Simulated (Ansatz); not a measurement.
`FC1(Br)C[SiH2]1` → `F[C@H]1C[Si@@H]1Br`  (isomerisation)

Computed with Ansatz on PBE0-D4/def2-TZVP structures; ΔE is electronic, products minus reactants. CCSD(T)/CBS adds triple-zeta CCSD(T) − MP2 to the extrapolated MP2 energy (def2 sets, frozen cores). DFT in def2-TZVPP. B3LYP here is the variant with VWN-RPA as its local correlation; programs differ in this. For Br outer-core shells are correlated without core-valence functions, which leaves a few kJ/mol of doubt a bond. Scalar relativity is left out up to krypton.

```json
{"level": "PBE-D4", "ΔE (kcal/mol)": "-31.6", "difference from CCSD(T)/CBS": "1.8"}
{"level": "r2SCAN-D4", "ΔE (kcal/mol)": "-33.2", "difference from CCSD(T)/CBS": "0.2"}
{"level": "B3LYP-D4", "ΔE (kcal/mol)": "-32.5", "difference from CCSD(T)/CBS": "0.9"}
{"level": "ωB97X-V", "ΔE (kcal/mol)": "-33.0", "difference from CCSD(T)/CBS": "0.4"}
{"level": "ωB97M-V", "ΔE (kcal/mol)": "-33.3", "difference from CCSD(T)/CBS": "0.1"}
{"level": "B2PLYP", "ΔE (kcal/mol)": "-33.2", "difference from CCSD(T)/CBS": "0.2"}
{"level": "PBE", "ΔE (kcal/mol)": "-32.0", "difference from CCSD(T)/CBS": "1.4"}
{"level": "r2SCAN", "ΔE (kcal/mol)": "-33.3", "difference from CCSD(T)/CBS": "0.1"}
{"level": "B3LYP", "ΔE (kcal/mol)": "-33.2", "difference from CCSD(T)/CBS": "0.2"}
{"level": "HF/def2-TZVPP", "ΔE (kcal/mol)": "-36.8", "difference from CCSD(T)/CBS": "-3.4"}
{"level": "MP2/def2-TZVPP", "ΔE (kcal/mol)": "-33.1", "difference from CCSD(T)/CBS": "0.3"}
{"level": "SCS-MP2/def2-TZVPP", "ΔE (kcal/mol)": "-32.8", "difference from CCSD(T)/CBS": "0.6"}
{"level": "CCSD(T)/def2-TZVPP", "ΔE (kcal/mol)": "-32.6", "difference from CCSD(T)/CBS": "0.8"}
{"level": "HF/def2-QZVPP", "ΔE (kcal/mol)": "-36.8", "difference from CCSD(T)/CBS": "-3.4"}
{"level": "HF/CBS(def2)", "ΔE (kcal/mol)": "-36.8", "difference from CCSD(T)/CBS": "-3.4"}
{"level": "CCSD/CBS(def2)", "ΔE (kcal/mol)": "-34.2", "difference from CCSD(T)/CBS": "-0.8"}
{"level": "CCSD(T)/CBS", "ΔE (kcal/mol)": "-33.4", "difference from CCSD(T)/CBS": "0"}
```

Largest T1 diagnostic among the species: 0.011.

From PBE to PBE0 (25 % exact exchange), in def2-TZVPP and without D4, ΔE moves by −1.9 kcal/mol. In def2-TZVPP, CCSD(T) changes the Hartree–Fock value by +4.2 kcal/mol (the triples alone add +0.9 kcal/mol) and MP2 by +3.7 kcal/mol.
